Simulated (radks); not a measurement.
Values are calculated unless marked as measured or tabulated.
Ionisation of W+, [Xe] 4f14 5d4 6s1, to W2+, [Xe] 4f14 5d4, under several functionals. Scalar-relativistic Kohn-Sham, spin-unpolarised, spherical densities, finite nucleus; a radial shooting solver on a logarithmic mesh with Libxc functionals. The NIST Atomic Spectra Database gives 16.4 eV (semi-empirical). Rank these functionals by the error of their Delta-SCF ionisation energy: exchange-only r2SCAN; r2SCAN; SOGGA; exchange-only PBE; TASK exchange with Perdew-Wang LDA correlation; AM05.

Answer. From best to worst: AM05 15.637 eV (-0.733); SOGGA 15.555 eV (-0.815); r2SCAN 15.334 eV (-1.036); exchange-only PBE 15.053 eV (-1.317); TASK exchange with Perdew-Wang LDA correlation 14.660 eV (-1.710); exchange-only r2SCAN 14.415 eV (-1.955). Spin polarisation and multiplet splitting are left out, so open shells lie too high by an amount that depends on their filling. Spin-orbit splitting is averaged out at the scalar-relativistic level.

Beside tabulated values, note that spin-unpolarised runs miss the spin-polarisation part of the exchange energy of open shells.
